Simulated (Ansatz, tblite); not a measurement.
Cost and result up the ladder for fac-TiCl3(H2O)3 (TiCl3O3H6) (13 atoms). The state is a doublet with charge 0. Geometry: B3LYP-D4/def2-SVP.

```xyz
13

Ti    0.255    0.241    0.479
Cl   -0.373   -0.394    2.577
O     0.396    0.392   -1.734
H     1.351    0.236   -1.854
H     0.288    1.355   -1.850
Cl    2.594   -0.052    0.304
O    -1.930    0.435    0.040
H    -1.968    1.413    0.070
H    -2.381    0.137    0.848
Cl    0.058    2.590    0.313
O     0.352   -1.935   -0.004
H     0.030   -2.402    0.784
H     1.328   -2.016    0.027
```

Ansatz on 4 threads of Arm Neoverse N1 on a shared host; xTB runs through tblite on one thread. Times are rough, summed over both states, and most runs start from the orbitals of an earlier one. No level here is sound enough to serve as a yardstick. The other state is a singlet.

The xTB rows come from tblite. No other spin state of charge 0 was run.

Raw xTB energies of ions are shifted by several eV, and xTB has no spin-polarisation term.

```
           level  functions  vertical IE (eV)
        GFN2-xTB         54             11.28
PBE-D4/def2-TZVP        285              7.09
        GFN1-xTB         60             12.90
B97M-V/def2-TZVP        285              7.59
```

**Question.** Estimate how long each takes.

**Answer.** GFN2-xTB 0.03 s; GFN1-xTB 0.044 s; PBE-D4/def2-TZVP 48 s; B97M-V/def2-TZVP 3.6 min. On shared hardware such times vary by a factor of up to 3.
